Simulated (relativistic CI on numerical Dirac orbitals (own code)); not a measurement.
**What each ingredient does to the levels of Kr²⁸⁺**

Base calculation: Dirac-Coulomb-Breit CI, separate exchange-only KLI orbitals for each configuration, model QED, unscaled Slater integrals.

Configuration list (outside the closed core 1s2): 2s2.2p4, 2s.2p5, 2p6, 2p5.3s, 2p5.3p, 2p5.3d, 2s2.2p3.3s, 2s2.2p3.3p, 2s2.2p3.3d, 2s.2p4.3s, 2s.2p4.3p, 2s.2p4.3d, 2s2.2p3.4s, 2s2.2p3.4p, 2s2.2p3.4d, 2s2.2p3.4f. Levels of other configurations are missing.

Variants: (1) P86 correlation estimate; (2) one mean potential for all configurations. Shifts of the energy above 2s2.2p4 3P_2, in eV, for the lowest level and the first level of each name with at least 55 % of one term (blank where a level changes its place among those of its configuration and J or its character, or is not in the variant):

```tsv
Level	Base	Δ(1)	Δ(2)
2s2.2p4 3P_2	0.00	0.00	0.00
2s2.2p4 3P_1	52.48	0.00	+0.02
2s2.2p4 1D_2	65.26	0.00	+0.02
2s.2p5 3P°_2	208.40	+0.33	+0.04
2s.2p5 3P°_1	232.23	+0.33	+0.04
2s.2p5 3P°_0	265.45	+0.33	+0.04
2s.2p5 1P°_1	296.57	+0.33	+0.04
2p6 1S_0	472.35	+0.57	+0.16
2s2.2p3.3s 3D°_3	1861.45	+1.40	+1.87
2s2.2p3.3s 1D°_2	1865.07	+1.40	+1.96
2s2.2p3.3s 3P°_0	1877.83	+1.40	+1.60
2s2.2p3.3p 3P_0	1879.43	+1.58	+1.94
2s2.2p3.3s 3P°_1	1879.49	+1.40	+1.65
2s2.2p3.3p 3F_3	1906.16	+1.58	+1.71
2s2.2p3.3p 3D_3	1920.63	+1.58	+1.70
2s2.2p3.3p 3F_4	1921.76	+1.58	+1.73
2s2.2p3.3s 3P°_2	1924.21	+1.40	+1.96
2s2.2p3.3d 3D°_1	1932.94	+1.23	+1.79
2s.2p4.3s 5P_3	1975.08	+1.71	+1.43
2s2.2p3.3d 3F°_4	1975.23	+1.23	+1.80
```

At this charge energies of transitions that change n are usually good to better than 1 %, and those within a shell (Δn = 0) to a few per cent.

Ionisation energy from the two ground configurations alone: base 3225.03 eV; P86 correlation estimate 3226.73 eV. The NIST ASD value (semi-empirical) is 3228 eV.

LS names give the leading component of a level, which can be under half, so a name can repeat, a term be missing and a line seem to break the LS rules.
